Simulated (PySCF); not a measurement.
Electronic absorption of cyclo-(F2SnNMe)3

Cyclo-(F2SnNMe)3, C₃H₉F₆N₃Sn₃.
Structure used (PBE0-D3(BJ)/def2-SVP), in Å, numbered top down from 1:
```
atom  x, y, z in Å
Sn1    0.228   -0.694   -1.914
F2     0.205   -0.045   -3.722
F3     0.515   -2.585   -2.230
N4    -1.629   -0.733   -1.038
C5    -2.541   -1.859   -1.160
Sn6   -1.786    0.898    0.083
F7    -3.517    1.727    0.222
F8    -0.284    1.551   -1.202
N9    -0.436    1.392    1.452
C10   -0.601    1.601    2.882
Sn11   1.393    1.390    0.524
F12    2.562    1.093    2.043
F13    1.950    3.150   -0.009
N14    1.758   -0.147   -0.722
C15    2.828   -1.101   -0.429
H16   -2.826   -2.283   -0.183
H17   -3.461   -1.598   -1.709
H18   -2.034   -2.664   -1.714
H19    0.396    1.645    3.347
H20   -1.143    0.775    3.371
H21   -1.122    2.545    3.110
H22    3.399   -1.342   -1.340
H23    2.460   -2.048    0.000
H24    3.530   -0.665    0.297
```

Method: TDDFT B3LYP/def2-SVPD, vertical, gas phase, core orbitals frozen in the response, def2 core potentials past Kr (PySCF). Spin–orbit coupling is left out. The geometry optimisation had not met its thresholds, so the values belong to a structure short of the stationary point.

```tsv
state	E (eV)	λ (nm)	f	main configurations (H = HOMO, L = LUMO)
S1	2.77	447.3	0.0071	H-1→L (84%), H→L (15%)
S2	2.79	445.2	0.017	H→L (83%), H-1→L (15%)
S3	3.52	351.8	0.010	H-2→L (96%)
S4	4.23	292.8	0.0020	H→L+1 (95%)
S5	4.43	279.9	0.0026	H-1→L+1 (80%), H→L+3 (10%)
S6	4.51	274.9	0.0085	H-3→L (85%)
S7	4.66	265.9	0.0015	H→L+3 (86%), H-1→L+1 (10%)
S8	4.77	259.7	0.0035	H→L+2 (96%)
S9	4.81	257.7	0.0087	H-1→L+2 (84%)
S10	4.99	248.6	0.011	H-1→L+3 (49%), H-2→L+1 (48%)
```

Triplets, Tamm–Dancoff:

```tsv
state	E (eV)	λ (nm)	main configurations (H = HOMO, L = LUMO)
T1	2.44	508.6	H-1→L (97%)
T2	2.50	494.9	H→L (90%)
T3	3.17	391.1	H-2→L (85%), H→L+1 (9%)
T4	3.97	312.7	H→L+1 (85%)
```

The lowest singlet lies at 2.77 eV (447 nm, visible) and is weak; its leading configuration is HOMO-1→LUMO (84%). The most intense listed level is S2 at 2.79 eV (445 nm, f = 0.017), 0.01 eV above S1. Löwdin shares by element: HOMO nitrogen 66%, carbon 12% or more (atoms not listed hold the other 23%); LUMO tin 30% or more, nitrogen 24% or more, fluorine 14% or more (atoms not listed hold the other 32%). Orbital energies (eV): HOMO-3 -9.31, HOMO-2 -8.42, HOMO-1 -7.76, HOMO -7.51, LUMO -3.94, LUMO+1 -2.32, LUMO+2 -2.00. Weighted by f, the mean energy of these states is 3.91 eV. 2 computed singlets (S1 to S2) lie in the visible range (380 to 750 nm), the largest f among them at 445 nm, f = 0.017; light of that wavelength is blue, and its complementary colour is yellow; a Tamm–Dancoff triplet lies at 509 nm, without intensity as long as spin–orbit coupling is left out. Singlets were solved by full linear response, triplets in the Tamm–Dancoff approximation.

One conformer stands for the species.
